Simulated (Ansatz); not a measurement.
One change: `[F][AlH][CH](F)[SiH3]` becomes `F[CH]([SiH3])[ZnH]`.

Ansatz, PBE0-D4/def2-TZVP geometries, multiplicity 1. Each molecule was computed in one conformer, which needn't be the lowest.

Scalar relativity is left out up to krypton.

```json
{"property": "size of the dipole moment (ωB97M-V/def2-TZVPP) / D", "`[F][AlH][CH](F)[SiH3]`": "0.52"}
{"property": "HOMO energy (PBE0/def2-TZVPP) / eV", "`[F][AlH][CH](F)[SiH3]`": "-7.99"}
{"property": "size of the dipole moment (B3LYP/def2-TZVPP) / D", "`[F][AlH][CH](F)[SiH3]`": "0.52"}
{"property": "HOMO–LUMO gap (PBE/def2-TZVPP) / eV", "`[F][AlH][CH](F)[SiH3]`": "4.59"}
{"property": "size of the dipole moment (PBE/def2-TZVPP) / D", "`[F][AlH][CH](F)[SiH3]`": "0.54"}
{"property": "LUMO energy (PBE/def2-TZVPP) / eV", "`[F][AlH][CH](F)[SiH3]`": "-2.03"}
```

**Question.** What does the change do to each property? (An estimate is asked.)

**Answer.** Computed: 
```tsv
property	`F[CH]([SiH3])[ZnH]`	shift
size of the dipole moment (ωB97M-V/def2-TZVPP) / D	1.41	0.89
HOMO energy (PBE0/def2-TZVPP) / eV	-7.34	0.65
size of the dipole moment (B3LYP/def2-TZVPP) / D	1.39	0.87
HOMO–LUMO gap (PBE/def2-TZVPP) / eV	4.40	-0.19
size of the dipole moment (PBE/def2-TZVPP) / D	1.24	0.70
LUMO energy (PBE/def2-TZVPP) / eV	-1.72	0.31
```

With PBE0 the HOMO rises by 0.65 eV and the LUMO rises by 0.33 eV, so the gap narrows by about 0.32 eV. PBE moves the HOMO by 0.50 eV and ωB97M-V by 0.68 eV. Dipoles are sizes alone; their direction can turn.

B3LYP here is the variant with VWN-RPA as its local correlation; programs differ in this.
